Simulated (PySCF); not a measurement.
H3SbTe2, SMILES [TeH][SbH][TeH]. Geometry: PBE-D3(BJ)/def2-SVP. The structure was generated by enumeration; whether it is a known compound was not checked. The def2 effective core potentials stand for the cores of Sb, Te; spin–orbit coupling is left out.

Computed equilibrium geometry at PBE-D3(BJ)/def2-SVP (PySCF confirms it by a frequency run) as Cartesian coordinates in Å, and its point group:
point group Cs.
```xyz
6

Sb     0.0240     1.1399     0.0000
H     -1.7118     1.1376     0.0000
Te    -0.0265    -0.5640    -2.2388
H      1.6219    -0.3081    -2.4628
Te    -0.0265    -0.5640     2.2388
H      1.6219    -0.3081     2.4628
```
